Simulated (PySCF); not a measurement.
## Assignment exercise: C₈H₁₄N₂

Cartesian coordinates in Å; atom numbers follow the order of the lines, from 1:
```xyz
24

C     3.253    0.480    0.991
C     2.065    0.040    0.588
C     1.771   -0.517   -0.722
C     2.867   -0.689   -1.729
N     0.598   -0.877   -1.082
N    -0.474   -0.982   -0.371
C    -1.461   -0.195   -0.270
C    -1.468    1.201   -0.831
C    -2.678   -0.681    0.461
C    -2.994    0.176    1.687
H     4.123    0.459    0.357
H     3.397    0.881    1.980
H     1.216    0.083    1.261
H     3.644   -1.344   -1.337
H     3.319    0.273   -1.966
H     2.460   -1.124   -2.637
H    -2.474    1.496   -1.120
H    -1.101    1.908   -0.085
H    -0.811    1.253   -1.698
H    -3.534   -0.661   -0.220
H    -2.509   -1.714    0.766
H    -3.858   -0.225    2.212
H    -3.215    1.201    1.399
H    -2.149    0.183    2.372
```

[PySCF: PBE0/pcSseg-1 with gauge-including orbitals; structure optimised with GFN2-xTB; one computed conformer; averaged over atoms made equivalent by symmetry, fast rotation or ring inversion; no relativistic terms; in vacuum]

Chemical shifts δ = σref − σ; ¹³C and ¹H vs TMS, all at this level.

(1) Assign these signals to the numbered atoms. ¹³C{¹H} NMR (computed): δ 139.9 (C), 135.6 (C), 134.5 (CH), 123.7 (CH2), 38.3 (CH2), 22.0 (CH3), 16.8 (CH3), 15.4 (CH3).

(2) Assign these signals to the numbered atoms. ¹H NMR (300 MHz, computed): δ 6.48 (m, 1H), 5.58 (m, 1H), 5.53 (m, 1H), 2.36 (q, 2H), 2.14 (s, 3H), 1.68 (s, 3H), 1.18 (t, 3H).

Answers

(1) 
139.9 → C7, C=N carbon
135.6 → C3, C=N carbon
134.5 → C2, alkene CH: as expected for a trigonal carbon in a double bond
123.7 → C1, terminal =CH2 carbon: an sp2 carbon of a C=C bond
38.3 → C9, sp3 CH2: aliphatic region, no heteroatom directly attached
22.0 → C4, methyl carbon: a saturated carbon with 1 carbon neighbour and no heteroatom attached
16.8 → C8, methyl carbon
15.4 → C10, methyl carbon

C3 and C2; C8 and C10 lie closer than the usual error of such a calculation, so a measured spectrum could show them in the other order.

(2) 
```tsv
δ (ppm)	atoms	environment	reason
6.48	H13	hydrogen on an alkene CH	a vinylic proton, deshielded by the sp2 carbon and the C=C anisotropy
5.58	H12	hydrogen on a terminal =CH2 carbon	a vinylic proton, deshielded by the sp2 carbon and the C=C anisotropy
5.53	H11	hydrogen on a terminal =CH2 carbon	–
2.36	H20/H21	hydrogen on an sp3 CH2	–
2.14	H14/H15/H16	hydrogen on a methyl carbon	–
1.68	H17/H18/H19	hydrogen on a methyl carbon	–
1.18	H22/H23/H24	hydrogen on a methyl carbon	–
```

H12 and H11 lie closer than the usual error of such a calculation, so a measured spectrum could show them in the other order.

Shifts are as computed. Against solution values, carbons near 30 ppm lie about +3 ppm off and those near 130 ppm about +5 ppm. Of 1211 compounds with measured shifts, 218 miss one by over three times the rms of a fit or turn the order of signals round; such compounds aren't used in these exercises. No couplings were computed; multiplicities are counted from neighbouring protons, with m where these are inequivalent, close in shift, in a saturated or five-membered ring or joined by F or P, and br s for small geminal =CH2 splittings.
